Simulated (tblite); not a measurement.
H4Al (SMILES [AlH4-]), charge -1, singlet, geometry from GFN2-xTB (such geometries of metal compounds can be far from the true shape); GFN1-xTB (tblite).

The tblite input:
```
$ tblite run mol.xyz --method gfn1 --charge -1 --spin 0 --json tblite.json --no-restart

# file mol.xyz
5

Al     0.00000000     0.00000000     0.00000000
H      1.18926445    -0.20785140     1.09178746
H     -1.18488180     0.90443151     0.65391954
H     -0.59986665    -1.45031671    -0.43161723
H      0.59548400     0.75373660    -1.31408978
```

### Question
Write the output that tblite gives for this input, abridged.

### Answer

```
xTB calculator
 | screened Coulomb repulsion
 | Coulomb electrostatics
 |  * isotropic Klopman-Ohno-Mataga-Nishimoto electrostatics
 |  * onsite third-order electrostatics
 | DFT-D3(BJ) dispersion correction

halogen bonding energy    0.0000000000000E+00 Eh
repulsion energy          1.0382541952029E-02 Eh
dispersion energy        -6.1120517848854E-04 Eh
number of electrons       8.0000000000000E+00 e
integral cutoff           4.0000000000000E+01 bohr

------------------------------------------------------------
  cycle        total energy    energy error   density error
------------------------------------------------------------
      1     -3.661758239389  -3.6715296E+00   3.1551720E-01
      2     -3.661758572664  -3.3327559E-07   1.8960278E-01
      3     -3.661758985816  -4.1315148E-07   8.9053643E-04
      4     -3.661758995936  -1.0119859E-08   4.3963834E-04
      5     -3.661759000658  -4.7222959E-09   6.7486385E-06
------------------------------------------------------------

electronic energy        -3.6715303374316E+00 Eh
total energy             -3.6617590006581E+00 Eh

Post processing:
 | Mayer-Wiberg bond orders

[Info] JSON dump of results written to 'tblite.json'
```
